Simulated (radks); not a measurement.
Species: Eu45+. Configuration: [Ar]. All-electron calculation, scalar-relativistic Kohn-Sham, r2SCAN, spin-polarised, spherical densities, finite nucleus; meta-GGA in the generalised Kohn-Sham scheme; Fermi nuclear charge, rms radius 5.1115 fm. Program: a radial shooting solver on a logarithmic mesh with Libxc functionals. Some entries of the table are withheld. Estimate them.

orbital,occ.,eigenvalue (eV),<r^2> (bohr^2),r(max) (bohr)
1s,2,-51261.45,0.0006795,0.01420
2s,2,-10718.22,0.01045,0.08017
2p,6,-9866.961,(1),0.06481
3s,2,(2),0.06072,0.2179
3p,6,-3834.103,0.05876,0.2114

Answer. 
(1) 2p <r^2> (bohr^2): 0.008369
(2) 3s eigenvalue (eV): -4098.764
